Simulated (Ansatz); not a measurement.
Computed with Ansatz on PBE0-D4/def2-TZVP structures; ΔE is electronic, products minus reactants. CBS: MP2 limit from def2 TZ/QZ plus the TZ coupled-cluster correction, frozen cores. This one scheme is used for every species. Functionals use def2-TZVPP. For Br outer-core shells are correlated without core-valence functions, which leaves a few kJ/mol of doubt a bond. Scalar relativity is left out up to krypton. Each species was taken in one conformer, which may not be the lowest.

`Cl[SiH2]BBr` + HCl → `ClBBr` + `[SiH3]Cl`  (cleavage of the B–Si bond)

```json
{"level": "BLYP-D4", "ΔE (kJ/mol)": "-104.4", "difference from CCSD(T)/CBS": "-1.9"}
{"level": "PBE0-D4", "ΔE (kJ/mol)": "-101.5", "difference from CCSD(T)/CBS": "1.0"}
{"level": "ωB97M-V", "ΔE (kJ/mol)": "-109.0", "difference from CCSD(T)/CBS": "-6.5"}
{"level": "BLYP", "ΔE (kJ/mol)": "-108.6", "difference from CCSD(T)/CBS": "-6.1"}
{"level": "r2SCAN", "ΔE (kJ/mol)": "-108.3", "difference from CCSD(T)/CBS": "-5.8"}
{"level": "r2SCAN0", "ΔE (kJ/mol)": "-108.5", "difference from CCSD(T)/CBS": "-6.0"}
{"level": "CAM-B3LYP", "ΔE (kJ/mol)": "-109.9", "difference from CCSD(T)/CBS": "-7.4"}
{"level": "CCSD(T)/def2-SVP", "ΔE (kJ/mol)": "-117.4", "difference from CCSD(T)/CBS": "-14.9"}
{"level": "SCS-MP2/def2-QZVPP", "ΔE (kJ/mol)": "-111.0", "difference from CCSD(T)/CBS": "-8.5"}
{"level": "CCSD/CBS(def2)", "ΔE (kJ/mol)": "-102.3", "difference from CCSD(T)/CBS": "0.2"}
{"level": "CCSD(T)/CBS", "ΔE (kJ/mol)": "-102.5", "difference from CCSD(T)/CBS": "0"}
```

Largest T1 diagnostic among the species: 0.011.

The D4 term adds +3.8 kJ/mol with B3LYP and +2.4 kJ/mol with PBE0; it sums over pairs of atoms, weighted by their polarisabilities, and B3LYP, whose exchange is more repulsive, gets the larger term. At CCSD(T), def2-SVP lies −14.9 kJ/mol from the extrapolated value and def2-TZVPP −1.2 kJ/mol. Leaving LDA and LC-ωPBE aside and taking each functional with its dispersion term where it has one, the values, not all of them listed here, spread over 10.2 kJ/mol, from B2PLYP to revPBE-D4.

B3LYP here is the variant with VWN-RPA as its local correlation; programs differ in this.
